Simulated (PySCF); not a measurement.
Correlation energy of Dy+ (dysprosium, charge +1)

[Xe] 4f9 5d1 6s1, one real determinant (an excited configuration). Calculation: PySCF 2.14, in ANO-RCC-VTZP; the spin-free X2C one-electron Hamiltonian (Gaussian nucleus). Frozen: [Kr] 4d10; 19 electrons correlated.

MP2 pair energies summed by pair of shells (mhartree):

```json
{"pair": "4f-4f", "energy": "-259.63", "share (%)": "34.7"}
{"pair": "4f-5p", "energy": "-205.72", "share (%)": "27.5"}
{"pair": "5p-5p", "energy": "-117.82", "share (%)": "15.8"}
{"pair": "4f-5s", "energy": "-47.03", "share (%)": "6.3"}
{"pair": "5s-5p", "energy": "-34.59", "share (%)": "4.6"}
{"pair": "5p-5d", "energy": "-26.60", "share (%)": "3.6"}
{"pair": "5p-6s", "energy": "-18.72", "share (%)": "2.5"}
{"pair": "4f-5d", "energy": "-14.85", "share (%)": "2.0"}
{"pair": "4f-6s", "energy": "-8.37", "share (%)": "1.1"}
{"pair": "5s-5s", "energy": "-6.14", "share (%)": "0.8"}
{"pair": "5s-5d", "energy": "-3.65", "share (%)": "0.5"}
{"pair": "5d-6s", "energy": "-3.24", "share (%)": "0.4"}
{"pair": "5s-6s", "energy": "-1.00", "share (%)": "0.1"}
```

Total MP2 correlation energy: -747.36 mhartree.

Same-spin part -316.66 and opposite-spin part -430.70 mhartree; SCS-MP2 scales them by 1/3 and 6/5 to -622.39 mhartree.

The reference is one real determinant that mixes LS terms of this configuration.
